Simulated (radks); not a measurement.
Results of a calculation; reference values are marked as such.
All-electron atom: the copper ion Cu+ in [Ar] 3d10. Code: a radial shooting solver on a logarithmic mesh with Libxc functionals. Model: scalar-relativistic Kohn-Sham, LDA (Slater exchange, Perdew-Wang correlation), spin-polarised, spherical densities, finite nucleus; Fermi nuclear charge, rms radius 3.8823 fm.

Radial electron density D(r) = 4 pi r^2 rho(r):

```
   r/bohr * D(r) (the largest magnitude, 40.1, reaches the edge; | marks zero)
 0.005221 |     *
 0.005934 |       *
  0.00669 |        *
 0.007604 |          *
 0.008573 |             *
 0.009666 |               *
  0.01099 |                  *
  0.01239 |                      *
  0.01397 |                         *
  0.01587 |                             *
   0.0179 |                                 *
  0.02034 |                                     *
  0.02293 |                                        *
  0.02586 |                                           *
  0.02939 |                                              *
  0.03314 |                                               *
  0.03766 |                                               *
  0.04246 |                                              *
  0.04788 |                                             *
  0.05441 |                                          *
  0.06135 |                                        *
  0.06917 |                                      *
  0.07862 |                                     *
  0.08864 |                                      *
   0.1007 |                                         *
   0.1136 |                                             *
   0.1281 |                                                 *
   0.1456 |                                                     *
   0.1641 |                                                      *
   0.1851 |                                                     *
   0.2103 |                                                *
   0.2371 |                                          *
   0.2695 |                                  *
   0.3039 |                            *
   0.3426 |                        *
   0.3894 |                       *
   0.4391 |                         *
    0.499 |                            *
   0.5626 |                              *
   0.6344 |                              *
    0.721 |                           *
   0.8129 |                        *
   0.9166 |                   *
    1.042 |              *
    1.175 |          *
    1.335 |      *
    1.505 |    *
    1.697 |  *
    1.929 | *
    2.175 |*
    2.452 |*
    2.787 *
    3.142 *
    3.571 *
    4.026 *
```

D(r) has 3 maxima, at r = 0.0365, 0.165, 0.600 bohr, and minima at 0.0786, 0.377 bohr, inside which lie 2.11, 10.85 electrons.
